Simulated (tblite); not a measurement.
Compound: C6H11NO2.
Geometry (GFN2-xTB, Å), atoms numbered from 1 in this order:
```
atom  x, y, z in Å
C1     2.9122    0.0969    0.1557
O2     1.6437    0.0311    0.7575
C3     0.6076   -0.1881   -0.1696
C4    -0.7258   -0.1182    0.5908
C5    -0.9008    1.2794    1.2078
C6    -0.8928    2.3034    0.1951
N7    -0.8697    3.1197   -0.6044
O8    -1.8421   -0.3572   -0.2327
C9    -2.0472   -1.6983   -0.6006
H10    2.9678    0.9290   -0.5562
H11    3.1516   -0.8356   -0.3698
H12    3.6274    0.2551    0.9599
H13    0.6166    0.5771   -0.9603
H14    0.7268   -1.1748   -0.6434
H15   -0.6898   -0.8570    1.4096
H16   -0.0749    1.4596    1.8992
H17   -1.8519    1.3253    1.7427
H18   -3.0279   -1.7311   -1.0711
H19   -2.0399   -2.3544    0.2782
H20   -1.2960   -2.0513   -1.3148
```

Computed with GFN2-xTB (tblite): harmonic, unscaled wavenumbers at the GFN2-xTB geometry, gas phase. Errors from tens to a few hundred cm⁻¹ against measured bands are possible. One conformer, not necessarily the lowest.

Harmonic wavenumbers (cm⁻¹): 36.7, 62.2, 77.7, 94.3, 145.6, 165.1, 210.4, 230.8, 263.3, 333.3, 383.8, 406.1, 452.1, 463.6, 652.0, 844.8, 889.1, 965.1, 994.5, 1021.0, 1055.3, 1086.9, 1110.6, 1126.2, 1128.2, 1134.7, 1145.1, 1176.3, 1182.7, 1204.8, 1276.2, 1294.3, 1316.1, 1349.8, 1394.5, 1405.4, 1406.6, 1467.0, 1468.4, 1484.0, 1487.9, 1493.3, 2415.3, 2835.1, 2856.2, 2890.0, 2903.8, 2909.1, 2925.5, 2934.2, 2979.5, 2983.4, 3028.7, 3032.0.

A = 1658, B = 1293, C = 845.8 MHz; mass 129.079 u (most abundant isotopes); point group C1, symmetry number 1.

Question: Zero-point energy?

Answer: ½Σν̃ = 35789 cm⁻¹ = 428.13 kJ/mol.

Question: Give the ideal-gas entropy at 298.15 K and 1 bar in the rigid-rotor, harmonic-oscillator model (classical rotation).

Answer: Translation 169.47, rotation 123.69, vibration 144.80: S = 438.0 J/(mol K).

Question: And Cp and H(298.15 K) − H(0)?

Answer: Cp = 164.16 J/(mol K), of which vibrations give 130.90 (their classical limit is 54 R = 449.0); H(298.15 K) − H(0) = 31.44 kJ/mol without the zero-point energy, 21.52 from vibrations.

Question: Blend soft modes into free rotors: weight 1/[1 + (100 cm⁻¹/ν̃)⁴] for the oscillator and the rest for a rotor with moment μB/(μ + B), μ = h/(8π²ν), B = 10⁻⁴⁴ kg m². What vibrational entropy results?

Answer: 130.19 J/(mol K) in place of 144.80, which changes −T·S at 298.15 K by +4.36 kJ/mol.

Question: How do the functions run with temperature in this model?

Answer: 
```csv
T (K),S (J/(mol K)),Cp (J/(mol K)),H − H(0) (kJ/mol),G − H(0) (kJ/mol),ln q(vib)
50,253.2,62.9,2.29,-10.37,0.82
100,305.5,90.0,6.15,-24.41,2.47
373.15,478.0,194.2,44.88,-133.50,10.87
500,541.7,241.7,72.60,-198.23,14.36
750,653.8,311.6,142.37,-348.02,20.86
1000,750.3,358.2,226.48,-523.84,26.90
```

q(vib) and H(0) count from the zero-point level.

Question: What must be added to the electronic energy to get the Gibbs energy at 298.15 K and 1 bar?

Answer: ZPE + [H(298.15 K) − H(0)] − T·S = 428.13 + 31.44 − 130.58 = 328.99 kJ/mol.

Question: Which modes carry the vibrational entropy at 298.15 K?

Answer: 36.7 cm⁻¹: 22.72; 62.2 cm⁻¹: 18.35; 77.7 cm⁻¹: 16.52; 94.3 cm⁻¹: 14.93; 145.6 cm⁻¹: 11.42; 165.1 cm⁻¹: 10.42 J/(mol K); the other 48 give 50.44 together.

Hindered rotation and anharmonicity are outside this model. Other conformers, if any are populated, would add a mixing term that is left out. The structure is chiral; the term R ln 2 for an equal mix with its mirror image is left out.
